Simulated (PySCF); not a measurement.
TeCl2, SMILES Cl[Te]Cl.

Geometry: B3LYP-D3(BJ)/def2-TZVP. The isomer is the one that the SMILES or the coordinates give; other isomers of the formula were not compared. The def2 effective core potentials stand for the cores of Te; spin–orbit coupling is left out.

Calculation: ωB97X/def2-TZVPD (PySCF).

The molecule is in vacuum.

- total energy: -1188.52646 hartree
- point group: C2v
- highest occupied level: -8.96 eV
- lowest empty level: -0.84 eV
- orbital gap: 8.12 eV
- dipole moment: 2.14 D
- quadrupole, principal values (traceless, Buckingham form, about the centre of nuclear charge): -2.69, -1.44, 4.13 D·Å
- mean static polarisability: 69.4 bohr³ (10.28 Å³)
- polarisability, principal values: 54.0, 68.0, 86.2 bohr³
